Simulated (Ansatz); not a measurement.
Cost and result for the atomization energy of `C#C[Si](Cl)(Cl)Cl` (7 atoms, 6 bonds).

Charge 0, multiplicity 1. Geometry: relaxed with PBE0-D4/def2-TZVP. Program: Ansatz. All runs use 4 threads of an Arm Neoverse V2 on a shared host. Times are those of one run each, without the atoms' runs, and a repeat can differ threefold. Electronic energies, without spin–orbit coupling; frozen cores. CCSD(T)/CBS adds CCSD(T) − MP2 in def2-TZVPP to the MP2 limit, and its time is that of the two runs behind it. T1 = 0.010. B3LYP takes the VWN-RPA correlation (the form of Gaussian; ORCA's B3LYP/G).

CCSD(T)/CBS is a level of theory with its own doubt, some kJ/mol a heavy atom from the limit and from the frozen cores, so smaller differences don't rank the functionals.

```tsv
level	functions	wall time	atomization (kJ/mol)	difference from CCSD(T)/CBS	per bond
LDA (SPW92)/def2-TZVPP	244	1.1 s	3227.6	423.2	70.5
revPBE-D4/def2-TZVPP	244	1.6 s	2806.1	1.7	0.3
PBE-D4/def2-TZVPP (with forces)	244	2.1 s	2886.1	81.7	13.6
CCSD(T)/def2-SVP	105	3 s	2589.7	-214.7	-35.8
BHLYP-D4/def2-TZVPP	244	3.2 s	2681.1	-123.3	-20.6
PBE0-D4/def2-TZVPP	244	3.2 s	2825.6	21.2	3.5
B3LYP-D4/def2-TZVPP (with forces)	244	4.7 s	2766.9	-37.5	-6.3
PBE-QIDH/def2-TZVPP	244	4.7 s	2814.0	9.6	1.6
r2SCANh-D4/def2-TZVPP	244	5.5 s	2802.1	-2.3	-0.4
B97M-V/def2-TZVPP	244	8 s	2838.4	34.0	5.7
MP2/def2-QZVPP	424	14 s	2902.6	98.2	16.4
CCSD(T)/def2-TZVPP	244	110 s	2706.5	-97.9	-16.3
CCSD(T)/CBS(def2)	–	120 s	2804.4	0.0	0.0
```

Leaving LDA and LC-ωPBE aside and taking each functional with its dispersion term where it has one, the values spread over 205.0 kJ/mol, from BHLYP-D4 to PBE-D4. LDA lies +370.2 kJ/mol from PBE without D4, its usual overbinding. From r2SCAN to r2SCAN0 (25 % exact exchange), in def2-TZVPP and without D4, the atomization energy moves by −61.9 kJ/mol: exact exchange takes away binding that semilocal exchange gives to molecules. At CCSD(T), def2-SVP lies −214.6 kJ/mol from the extrapolated value and def2-TZVPP −97.9 kJ/mol: correlation converges slowly with the basis, and small sets miss more of it in the bonded molecule than in its fragments.
